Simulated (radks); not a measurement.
Values are calculated unless marked as measured or tabulated.
H, 1 electrons, occupied as 5d1 (not the ground configuration). Code: a radial shooting solver on a logarithmic mesh with Libxc functionals. Model: non-relativistic Kohn-Sham, SCAN, spin-polarised, spherical densities, point nucleus; open shells are filled with parallel spins first; meta-GGA in the generalised Kohn-Sham scheme.

Normalised radial functions P(r) = r R(r), r in bohr:

r         5d up
0.1686   0.0000
0.2143   0.0001
0.2724   0.0001
0.3491   0.0002
0.4438   0.0004
0.5642   0.0009
0.7172   0.0017
0.9118   0.0032
1.159    0.0060
1.485    0.0114
1.888    0.0203
2.4      0.0347
3.051    0.0558
3.879    0.0819
4.971    0.1080
6.319    0.1163
8.033    0.0851
10.21    0.0070
12.98   -0.0937
16.64   -0.1480
21.15   -0.0808
26.89    0.0736
34.18    0.2124
43.45    0.1851
55.68    0.0466
70.78    0.0042
89.98    0.0002

5d up: eigenvalue -0.373 eV, 2 radial nodes at r = 10.4, 24.2 bohr, <r> = 33.6 bohr, 90 % of the charge inside 46.0 bohr.
